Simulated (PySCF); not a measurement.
Structure elucidation problem

The spectra below were simulated for a compound C2H2BF2N.

¹H NMR (300 MHz, computed): δ 9.54 (d, J = 1.8 Hz, 1H), 0.78 (td, J = 5.4, 1.8 Hz, 1H).

¹³C{¹H} NMR (computed): δ 163.1 (CH), 11.3 (CH, t, J = 49.7 Hz).

Level of theory: spin–spin couplings from B3LYP/pcJ-1, PBE0-D3(BJ)/def2-SVP geometry, shielding tensors at PBE0/pcSseg-1 (GIAO), in PySCF (no relativistic terms, in vacuum, rapidly exchanging positions averaged, one conformer).

Scale: ¹H (31.27 ppm), ¹³C (184.41 ppm) against TMS (reference shieldings calculated alike).

Deduce the structure.

Results:


1. 2 carbon signals for 2 carbons: no two carbons are equivalent.
2. Carbon types of the structure: 2 × CH, which accounts for all hydrogens.
3. δC 163.1: C=N carbon.
4. δC 11.3: three-membered-ring carbon.
5. δH 9.54: hydrogen on a C=N carbon.
6. δH 0.78: hydrogen on a three-membered-ring carbon; cyclopropane-type protons are shielded by the ring.

These data were computed for SMILES FB(F)[C@H]1C=N1.

The shifts were computed for this structure.

A carbon bonded to boron is broadened by the quadrupolar boron nucleus and is often missing from a measured spectrum. Splittings below 1 Hz are ignored in the labels, and close J values are merged. Unscaled 3J(H,H) at this level run about 10 % above measured values. Shifts are as computed. Against solution values, carbons near 30 ppm lie about +2 ppm off and those near 130 ppm about +5 ppm. Of 1211 compounds with measured shifts, 218 miss one by over three times the rms of a fit or turn the order of signals round; such compounds aren't used in these exercises. Only one conformer was computed, so three-bond couplings in flexible chains and rings are approximate.
